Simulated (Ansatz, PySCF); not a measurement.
Ti(F)(SH)3 (FH3S3Ti), SMILES [F][Ti]([SH])([SH])[SH], multiplicity 1. Atoms are numbered in the order given.

```xyz
8

Ti     0.2404    -0.1957     0.0141
F      1.3710    -1.5059     0.0149
S      0.9545     1.6105     1.1593
H      1.3215     0.8026     2.1873
S     -0.1866     0.5458    -2.0775
H     -1.3925     0.9772    -1.6319
S     -1.7008    -0.7609     1.0425
H     -1.6712    -1.9735     0.4319
```

Geometry: PBE0-D3(BJ)/def2-SVP. The multiplicity is an assumed one; no other spin state was optimised. The structure was generated by enumeration; whether it is a known compound was not checked. Other conformers were not sampled.

Two levels are set side by side: PBE-D3(BJ)/def2-SVP (Ansatz, a program for electronic structure) and PBE0-D3(BJ)/def2-SVP (Ansatz). Each level has its own optimised geometry; the coordinates shown are those of the second. Frequencies come from the Hessian of PySCF at each geometry. Differences are taken from unrounded values.

```tsv
quantity	PBE0-D3(BJ)	PBE-D3(BJ)	PBE-D3(BJ) minus PBE0-D3(BJ)
mean bond length (Å)	1.798	1.814	0.016
bond Ti1–F2 (Å)	1.731	1.747	0.016
bond Ti1–S3 (Å)	2.255	2.275	0.020
bond Ti1–S5 (Å)	2.260	2.281	0.021
bond Ti1–S7 (Å)	2.268	2.287	0.019
bond S3–H4 (Å)	1.358	1.370	0.012
bond S5–H6 (Å)	1.356	1.367	0.011
bond S7–H8 (Å)	1.358	1.370	0.012
highest harmonic wavenumber (cm⁻¹)	2690	2593	-96
mean harmonic wavenumber (cm⁻¹)	722	695	-27
zero-point energy (kcal/mol)	18.59	17.88	-0.70
```

Exact exchange shortens and stiffens bonds; PBE has none. Differences between two approximate levels are no errors against the true value.
